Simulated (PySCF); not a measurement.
Run record: excited-state job, `[SiH2](C=O)C#C[SiH2]Br`.

Computed with TDDFT wB97X-D/def2-SVPD, vertical, gas phase, core orbitals frozen in the response (PySCF 2.14.0, density-fitted response routines). Geometry: GFN2-xTB. A driver script takes a list of jobs; this job's settings line and coordinates (Å) are shown.

Command:
```bash
OMP_NUM_THREADS=1 python probes_run.py task.json out
```

Input:
```
{"job": {"kind": "uv", "xc": "wB97X-D", "basis": "def2-SVPD", "nstates": 8, "ntriplets": 3}, "charge": 0, "multiplicity": 1}
O      3.539973     0.073796     1.584137
C      2.644132     0.598256     0.975459
Si     1.847524    -0.137827    -0.614207
C      0.041662    -0.199536    -0.210313
C     -1.136021    -0.242085     0.070675
Si    -2.941450    -0.293242     0.444426
Br    -3.982578     0.147753    -1.476917
H      2.242622     1.571368     1.337347
H      2.065609     0.816787    -1.702909
H      2.362332    -1.479991    -0.862524
H     -3.362808    -1.629404     0.835173
H     -3.319799     0.773440     1.358345
```

Question: What does the run print?

Answer: 
```
coarse grid: 53240 points
cycle   1  E = -3344.8572714626  dE = -3.556e-01  |g| = 8.170e-01  |ddm| = 5.831e+00
cycle   2  E = -3344.6999478801  dE =  1.573e-01  |g| = 1.284e+00  |ddm| = 2.277e+00
cycle   3  E = -3345.0156353422  dE = -3.157e-01  |g| = 9.329e-02  |ddm| = 1.176e+00
cycle   4  E = -3345.0179071119  dE = -2.272e-03  |g| = 4.576e-02  |ddm| = 2.538e-01
cycle   5  E = -3345.0183962457  dE = -4.891e-04  |g| = 1.959e-02  |ddm| = 1.035e-01
cycle   6  E = -3345.0184845064  dE = -8.826e-05  |g| = 6.700e-03  |ddm| = 4.053e-02
cycle   7  E = -3345.0184981205  dE = -1.361e-05  |g| = 1.581e-03  |ddm| = 1.761e-02
cycle   8  E = -3345.0184991427  dE = -1.022e-06  |g| = 3.794e-04  |ddm| = 5.010e-03
final grid: 108624 points
cycle   9  E = -3345.0185410883  dE = -5.828e-07  |g| = 5.522e-04  |ddm| = 8.869e-03
cycle  10  E = -3345.0185411256  dE = -3.736e-08  |g| = 4.028e-04  |ddm| = 1.672e-03
cycle  11  E = -3345.0185411516  dE = -2.598e-08  |g| = 1.224e-04  |ddm| = 6.019e-04
cycle  12  E = -3345.0185411563  dE = -4.715e-09  |g| = 5.205e-05  |ddm| = 2.286e-04
cycle  13  E = -3345.0185411586  dE = -2.297e-09  |g| = 1.547e-05  |ddm| = 1.687e-04
cycle  14  E = -3345.0185411592  dE = -5.202e-10  |g| = 8.320e-06  |ddm| = 9.022e-05
converged SCF energy = -3345.0185411592

Static polarisability (au): isotropic 113.774, principal 86.935 100.193 154.194

Singlet excitations
state   eV       nm        f      main configurations
  1   3.2682    379.4   0.00290   H->L 0.71, H->L+1 0.23
  2   5.4547    227.3   0.00042   H-3->L 0.32, H-3->L+1 0.15, H->L+2 0.09
  3   5.6345    220.0   0.05675   H->L+1 0.22, H-3->L+2 0.19, H-1->L 0.13
  4   5.6796    218.3   0.01609   H->L+2 0.38, H-4->L+2 0.17, H-3->L 0.10
  5   6.2112    199.6   0.06728   H->L+1 0.31, H->L 0.09
  6   6.3649    194.8   0.00902   H-2->L+1 0.31, H-2->L 0.24, H-1->L+1 0.10
  7   6.3962    193.8   0.04059   H->L+2 0.34, H-4->L+2 0.17, H-1->L+2 0.13
  8   6.5083    190.5   0.02447   H-4->L+1 0.17, H-4->L 0.15, H-1->L+1 0.13

Triplet excitations (Tamm-Dancoff, eV): 2.6300 4.6182 5.0687
```

The SCF starts on a coarse grid where the log names one; the energy can jump when the final grid takes over, and dE then counts from the start density on the new grid. H and L stand for HOMO and LUMO; the number after each pair is its weight.

Question: Give S1 in cm⁻¹ and kJ/mol.

Answer: 3.2682 eV × 8065.54 = 26360 cm⁻¹; × 96.485 = 315.3 kJ/mol.

Question: Give the mean polarisability as a volume in Å³, and the ratio of the largest to the smallest principal value.

Answer: 113.774 au × 0.148185 = 16.86 Å³; 154.194/86.935 = 1.77.

Main results: HOMO -9.19 eV, LUMO -0.18 eV; lowest singlet 3.27 eV; lowest triplet 2.63 eV (Tamm–Dancoff); mean polarisability 113.8 au.

 The wB97X-D/def2-SVPD calculation is non-relativistic and has no spin–orbit coupling, an omission that weighs most on bromine.

Question: Estimate the wall time. Hardware: one thread of an Arm Neoverse N1, on a shared host. And the peak memory of the process?

Answer: About 89 s, with 0.94 GiB resident at the peak, the Python interpreter and its libraries included.

One conformer stands for the species.
Labels such as C1 count atoms from 1, the log's own numbers from 0.

wB97X-D is run here without its empirical dispersion term; that term would change no orbital, density or response property at a fixed geometry.
